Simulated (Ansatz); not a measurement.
CH7AlClNSi, SMILES `[NH2][AlH][CH]([SiH3])Cl` at its PBE0-D4/def2-TZVP geometry, where that method's forces vanish. The species carries charge 0 and has multiplicity 1.

| atom | x (Å) | y (Å) | z (Å) |
| --- | --- | --- | --- |
| N1 | -0.7221 | 0.4750 | 2.3627 |
| Al2 | 0.5186 | -0.0796 | 1.2473 |
| C3 | -0.0560 | -0.8036 | -0.4923 |
| Si4 | 0.3865 | 0.2565 | -1.9745 |
| Cl5 | -1.8494 | -1.0232 | -0.4874 |
| H6 | -1.7100 | 0.4116 | 2.1746 |
| H7 | -0.5550 | 0.8815 | 3.2681 |
| H8 | 2.0512 | 0.0245 | 1.6254 |
| H9 | 0.3793 | -1.7976 | -0.6405 |
| H10 | -0.1148 | -0.3380 | -3.2401 |
| H11 | 1.8702 | 0.3807 | -2.0384 |
| H12 | -0.1985 | 1.6123 | -1.8048 |

Q: For each bond, give half the difference of the two atoms' forces along it (eV/Å; positive pushes the atoms apart) under PBE-D4, r2SCAN-D4, B3LYP-D4, ωB97M-V in def2-TZVPP. (Best estimate.)

A: Computed: 
```json
{"bond": "N1–Al2", "length (Å)": "1.758", "PBE-D4": "0.06", "r2SCAN-D4": "-0.01", "B3LYP-D4": "0.06", "ωB97M-V": "0.07"}
{"bond": "N1–H6", "length (Å)": "1.008", "PBE-D4": "0.21", "r2SCAN-D4": "0.02", "B3LYP-D4": "0.00", "ωB97M-V": "-0.02"}
{"bond": "N1–H7", "length (Å)": "1.007", "PBE-D4": "0.20", "r2SCAN-D4": "0.03", "B3LYP-D4": "0.00", "ωB97M-V": "-0.01"}
{"bond": "Al2–C3", "length (Å)": "1.970", "PBE-D4": "-0.08", "r2SCAN-D4": "-0.05", "B3LYP-D4": "-0.01", "ωB97M-V": "0.00"}
{"bond": "Al2–H8", "length (Å)": "1.582", "PBE-D4": "-0.02", "r2SCAN-D4": "-0.04", "B3LYP-D4": "-0.14", "ωB97M-V": "-0.16"}
{"bond": "C3–Si4", "length (Å)": "1.875", "PBE-D4": "0.00", "r2SCAN-D4": "-0.01", "B3LYP-D4": "0.06", "ωB97M-V": "0.04"}
{"bond": "C3–Cl5", "length (Å)": "1.807", "PBE-D4": "0.24", "r2SCAN-D4": "0.30", "B3LYP-D4": "0.43", "ωB97M-V": "0.18"}
{"bond": "C3–H9", "length (Å)": "1.095", "PBE-D4": "0.11", "r2SCAN-D4": "-0.04", "B3LYP-D4": "-0.14", "ωB97M-V": "-0.11"}
{"bond": "Si4–H10", "length (Å)": "1.485", "PBE-D4": "0.09", "r2SCAN-D4": "-0.02", "B3LYP-D4": "-0.09", "ωB97M-V": "-0.12"}
{"bond": "Si4–H11", "length (Å)": "1.490", "PBE-D4": "0.06", "r2SCAN-D4": "-0.02", "B3LYP-D4": "-0.09", "ωB97M-V": "-0.11"}
{"bond": "Si4–H12", "length (Å)": "1.486", "PBE-D4": "0.07", "r2SCAN-D4": "-0.02", "B3LYP-D4": "-0.07", "ωB97M-V": "-0.09"}
```

B3LYP here is the variant with VWN-RPA as its local correlation; programs differ in this.
